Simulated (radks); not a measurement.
The table gives one normalised radial function P(r) = r R(r) of Ag+ in [Kr] 4d8 5s2 (r in bohr). Method: scalar-relativistic Kohn-Sham, LDA (Slater exchange, Perdew-Wang correlation), spin-polarised, spherical densities, finite nucleus; open shells are filled with parallel spins first (spin-orbit coupling, left out, can overturn this in heavy ions); Fermi nuclear charge, rms radius 4.5454 fm; computed with a radial shooting solver on a logarithmic mesh with Libxc functionals.

r	P
0.001633	0.0240
0.002178	0.0306
0.002905	0.0386
0.003844	0.0479
0.005127	0.0586
0.006838	0.0701
0.009048	0.0807
0.01207	0.0886
0.01597	0.0899
0.0213	0.0799
0.0284	0.0531
0.03758	0.0078
0.05013	-0.0550
0.06632	-0.1164
0.08846	-0.1487
0.118	-0.1125
0.1561	0.0013
0.2082	0.1520
0.2777	0.2237
0.3674	0.1192
0.4901	-0.1355
0.6484	-0.3332
0.8648	-0.2670
1.153	0.0830
1.526	0.4807
2.036	0.7035
2.715	0.6495
3.592	0.4223
4.791	0.1832
6.339	0.0513
8.455	0.0077

Which n and l does it have? It may be an empty orbital.

Answer. n = 5, l = 0: the number of nodes gives n - l - 1 = 4, the rise at small r (about r^(l+1), flatter next to the nucleus through relativity) gives l, and the extent must fit the shell. The curve is that of 5s up; the table hardly tells the two spins apart. 5s up: eigenvalue -14.800 eV, 4 radial nodes at r = 0.0391, 0.156, 0.425, 1.09 bohr, <r> = 2.57 bohr, 90 % of the charge inside 3.77 bohr.
